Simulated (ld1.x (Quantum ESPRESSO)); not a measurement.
# titanium (Ti): TM semilocal pseudisation with PBE, scalar-relativistic reference atom.

ld1.x (Quantum ESPRESSO) 7.5 was run on this input:

```
&input
   title='Ti', zed=22., rel=1, dft='PBE', iswitch=3,
   config='[Ar] 3d2 4s2 4p0 4f-2',
   nld=4, rlderiv=3.35, eminld=-5.0, emaxld=5.0, deld=0.02
 /
 &inputp
   pseudotype=1, tm=.true., lloc=1,
   nlcc=.false.,
   file_pseudopw='Ti.pp', file_wfcaegen='ae.wfc', file_wfcncgen='nc.wfc'
 /
4
4S  1  0   2.00   0.00  3.10  3.10  0.0
3D  3  2   2.00   0.00  2.55  2.55  0.0
4F  4  3  -2.00   0.30  2.65  2.65  0.0
3P  2  1   6.00   0.00  0.95  0.95  0.0
 &test
   configts(1)='3p6 3d2 4s2 4p0'
 /
```

Command:

```bash
ld1.x < Ti.in > Ti.out
```

Resulting log (shortened: banner, matrices, multipoles, cross overlaps and the repeated all-electron block are left out):

```
Program LD1 v.7.5
     --------------------------- All-electron run ----------------------------

     Ti
     scalar relativistic calculation

     atomic number is 22.00
     dft =PBE   lsd =0 sic =0 latt =0  beta=0.20 tr2=1.0E-14
     Exchange-correlation= PBE
                           (   1   4   3   4   0   0   0)
     mesh =1177 r(mesh) = 100.37945 a.u. xmin = -7.00 dx = 0.01250
     1 Ry =  13.60569312 eV, c = 137.03599908

     n l     nl                  e(Ry)          e(Ha)          e(eV)
     1 0     1S 1( 2.00)      -357.8563      -178.9282     -4868.8833
     2 0     2S 1( 2.00)       -39.4641       -19.7321      -536.9370
     2 1     2P 1( 6.00)       -32.6525       -16.3262      -444.2596
     3 0     3S 1( 2.00)        -4.6035        -2.3017       -62.6334
     3 1     3P 1( 6.00)        -2.8562        -1.4281       -38.8608
     3 2     3D 1( 2.00)        -0.3130        -0.1565        -4.2588
     4 0     4S 1( 2.00)        -0.3283        -0.1641        -4.4667
     4 1     4P 1( 0.00)        -0.1078        -0.0539        -1.4663

     final scf error:  4.4E-15 reached in  24 iterations

     Etot =   -1707.131133 Ry,    -853.565567 Ha,  -23226.702321 eV

     Ekin =    1721.499962 Ry,     860.749981 Ha,   23422.200193 eV
     Encl =   -4058.485530 Ry,   -2029.242765 Ha,  -55218.508665 eV
     Eh   =     713.696309 Ry,     356.848154 Ha,    9710.332963 eV
     Exc  =     -83.841874 Ry,     -41.920937 Ha,   -1140.726812 eV

     normalization and overlap integrals

     s(1S/1S) =  1.000000  <r> =   0.0696  <r2> =    0.0065  r(max) =   0.0455
     s(2S/2S) =  1.000000  <r> =   0.3249  <r2> =    0.1249  r(max) =   0.2682
     s(2P/2P) =  1.000000  <r> =   0.2899  <r2> =    0.1037  r(max) =   0.2196
     s(3S/3S) =  1.000000  <r> =   1.0069  <r2> =    1.1699  r(max) =   0.8685
     s(3P/3P) =  1.000000  <r> =   1.0860  <r2> =    1.3907  r(max) =   0.9016
     s(3D/3D) =  1.000000  <r> =   1.6171  <r2> =    3.5729  r(max) =   0.9841
     s(4S/4S) =  1.000000  <r> =   3.5139  <r2> =   14.2499  r(max) =   2.9196
     s(4P/4P) =  1.000000  <r> =   4.8655  <r2> =   27.9402  r(max) =   3.7960

     ------------------------ End of All-electron run ------------------------

     --------------------- Generating NC pseudopotential ---------------------

      Generating local pot.: lloc=1, matching radius rcloc =   0.9500

      Wfc   4S  rcut= 3.108  Using Troullier-Martins method

      Wfc   3D  rcut= 2.545  Using Troullier-Martins method

      Wfc   4F  rcut= 2.675  Using Troullier-Martins method

     ------------------- End of pseudopotential generation -------------------

     Computing logarithmic derivative in   3.37106
     Message from routine run_pseudo:
     Warning: convergence not achieved
     Computing logarithmic derivative in   3.37106
     Computing the partial wave expansion
     R is outside the sphere for l=    0 j= 0.00
       no projector for channel:   1
     R is outside the sphere for l=    2 j= 0.00
     R is outside the sphere for l=    3 j= 0.00

     ---------------------- Testing the pseudopotential ----------------------

     Ti
     scalar relativistic calculation

     atomic number is 22.00   valence charge is 10.00
     dft =PBE   lsd =0 sic =0 latt =0  beta=0.20 tr2=1.0E-14
     mesh =1177 r(mesh) = 100.37945 xmin = -7.00 dx = 0.01250

     n l     nl             e AE (Ry)        e PS (Ry)    De AE-PS (Ry)
     2 1     3P   1( 6.00)       -2.85621       -2.85626        0.00005
     3 2     3D   1( 2.00)       -0.31302       -0.31302        0.00000
     1 0     4S   1( 2.00)       -0.32830       -0.32830        0.00000
     3 1     4P   1( 0.00)       -0.10777       -0.10807        0.00030

     eps = 8.5E-13  iter =201

     Etot =   -1707.131133 Ry,    -853.565567 Ha,  -23226.702321 eV
     Etotps =   -74.238752 Ry,     -37.119376 Ha,   -1010.069671 eV

     Ekin =      39.193106 Ry,      19.596553 Ha,     533.249379 eV
     Encl =    -160.930257 Ry,     -80.465129 Ha,   -2189.567693 eV
     Ehrt =      58.848243 Ry,      29.424122 Ha,     800.671137 eV
     Ecxc =     -10.231367 Ry,      -5.115684 Ha,    -139.204842 eV
     Epseu=      -1.118477 Ry,      -0.559238 Ha,     -15.217653 eV

     ---------------------- End of pseudopotential test ----------------------
```

Generation and configuration tests took about 2.8 s on one core of a shared server CPU.
